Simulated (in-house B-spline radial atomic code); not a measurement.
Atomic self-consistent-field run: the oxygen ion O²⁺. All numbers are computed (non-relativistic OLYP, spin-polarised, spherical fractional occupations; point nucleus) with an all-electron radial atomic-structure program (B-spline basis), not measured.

Command:
```bash
python run_scf.py task.json out
```
Settings:
```
Z                8
configuration    [He] 2s2 2p2
hamiltonian      nr
method           optx,lyp
spin_polarised   True
```

Output (hartree, bohr):
```
 radial grid: 40 intervals, B-splines of order 8, outer radius 14.8148 bohr

 iter        energy (Eh)    residual
    1         -71.837881    2.01e-01
    2         -73.141717    7.82e-02
    3         -73.252213    2.81e-02
    4         -73.267497    1.09e-02
    5         -73.269360    2.99e-03
    6         -73.269600    1.80e-04
    7         -73.269600    7.87e-06
    8         -73.269600    1.70e-06
    9         -73.269600    3.32e-08

 total energy                       -73.26960
 kinetic                              73.1337
 electron-nucleus                   -165.7751
 Hartree                              26.8347
 exchange-correlation                 -7.4629

 orbital      occ     eigenvalue          <r>       <r^2>       <1/r>     <1/r^2>       r_max
 1s up      1.000       -20.4972     0.199575   0.0538106     7.62483     118.119      0.1294
 1s down    1.000       -20.4472     0.198737   0.0532894     7.64613     118.629      0.1293
 2s up      1.000        -2.2193      1.01623     1.22586      1.4281     8.47988      0.8275
 2s down    1.000        -2.0335      1.04858     1.31139     1.37797     7.85602      0.8428
 2p up      2.000        -1.6612     0.986109     1.21048     1.32243     2.45599      0.7387
```

Cost of the run: 0.06 s on 1 thread of x86-64 server CPU (shared host).
